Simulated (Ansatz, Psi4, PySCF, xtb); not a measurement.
Noncovalent pair: GeH4 (SMILES [GeH4]) (first 5 atoms) with H2Se (SMILES [SeH2]); geometry from B3LYP-D3(BJ)/def2-TZVP, rigid monomers moved along the line of their centres of mass till Ge1···Se6 is 5.54 Å.
(charge 0, multiplicity 1):
```json
[
 {"atom": "Ge", "x (Å)": "0.1106", "y (Å)": "0.0508", "z (Å)": "-0.0842"},
 {"atom": "H", "x (Å)": "-1.4039", "y (Å)": "0.0294", "z (Å)": "0.1566"},
 {"atom": "H", "x (Å)": "0.3907", "y (Å)": "0.1205", "z (Å)": "-1.5951"},
 {"atom": "H", "x (Å)": "0.7436", "y (Å)": "-1.2294", "z (Å)": "0.4827"},
 {"atom": "H", "x (Å)": "0.7323", "y (Å)": "1.2743", "z (Å)": "0.6033"},
 {"atom": "Se", "x (Å)": "-0.1766", "y (Å)": "-1.0200", "z (Å)": "5.3474"},
 {"atom": "H", "x (Å)": "-0.3794", "y (Å)": "-0.0092", "z (Å)": "6.3966"},
 {"atom": "H", "x (Å)": "1.1825", "y (Å)": "-0.5257", "z (Å)": "5.0851"}
]
```

Monomers are frozen at their geometry in the pair; levels with a basis set take the counterpoise correction. Rows marked so take none.

Cores are frozen in the correlated methods. Filled d and f shells under p-block atoms count as core. CBS: X⁻³ extrapolation of the correlation energy, Hartree–Fock from the larger set. Rows in 6-31G*, STO-3G carry no dispersion term and start afresh at each structure (6-31G* with six Cartesian d functions); the Pople sets are all-electron and without relativity.

Run with Ansatz (a quantum-chemistry and plane-wave program); Psi4 for SAPT; PySCF for 6-31G* rows, STO-3G rows, the dispersion terms; xtb for the GFN methods. Values without a source in brackets are computed.

```json
[
 {"level": "GFN-FF", "interaction energy (meV)": "-11.1"},
 {"level": "HF/STO-3G (no counterpoise)", "interaction energy (meV)": "-1.4"},
 {"level": "r2SCAN/def2-TZVPPD", "interaction energy (meV)": "-5.5"},
 {"level": "B3LYP-D3(BJ)/def2-TZVPPD", "interaction energy (meV)": "-12.4"},
 {"level": "PBE0-D3(BJ)/def2-TZVPPD", "interaction energy (meV)": "-15.4"},
 {"level": "M06-2X/6-31G* (no counterpoise)", "interaction energy (meV)": "?"},
 {"level": "MP2/CBS(aug-cc-pVDZ, aug-cc-pVTZ)", "interaction energy (meV)": "-12.4"},
 {"level": "CCSD(T)/aug-cc-pVDZ", "interaction energy (meV)": "-11.5"},
 {"level": "SAPT0/aug-cc-pVDZ", "interaction energy (meV)": "-12.4"}
]
```

Task: Some entries are withheld; supply them.

Result: 
- M06-2X/6-31G* (no counterpoise), interaction energy (meV): -10.3
